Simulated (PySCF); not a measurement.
Coordinates in bohr (charge 0 multiplicity 2):
```
As    0.0000    0.0000   -0.7024
O     2.5641    0.2651    1.4724
O    -2.5641   -0.2651    1.4724
H     2.5317   -1.0736    2.7062
H    -2.5317    1.0736    2.7062
```

All numbers come from PySCF, UPBE0, basis As def2-TZVP, O def2-TZVP, H def2-TZVP (no relativity, density fitting).

This geometry of As(OH)2 is a stationary point at this level.

(1) What is the point group?

(2) Is it a minimum?

(3) List the harmonic modes with their infrared intensities.

(4) What are the dipole moment and the gap between the highest occupied and lowest empty levels of either spin?

## Answers

(1) C2.

(2) Yes: all harmonic wavenumbers are real, though the softest, 45 cm⁻¹, leaves little margin.

(3) 
```json
{"symmetry": "b", "ω (cm⁻¹)": "45", "IR (km/mol)": "152"}
{"symmetry": "a", "ω (cm⁻¹)": "249", "IR (km/mol)": "0.1"}
{"symmetry": "a", "ω (cm⁻¹)": "376", "IR (km/mol)": "101"}
{"symmetry": "b", "ω (cm⁻¹)": "667", "IR (km/mol)": "155"}
{"symmetry": "a", "ω (cm⁻¹)": "701", "IR (km/mol)": "86.2"}
{"symmetry": "b", "ω (cm⁻¹)": "898", "IR (km/mol)": "92.9"}
{"symmetry": "a", "ω (cm⁻¹)": "931", "IR (km/mol)": "19.3"}
{"symmetry": "b", "ω (cm⁻¹)": "3836", "IR (km/mol)": "69.4"}
{"symmetry": "a", "ω (cm⁻¹)": "3839", "IR (km/mol)": "74.7"}
```

(4) 0.84 D and 3.56 eV.

Other isomers or separated fragments may lie lower.
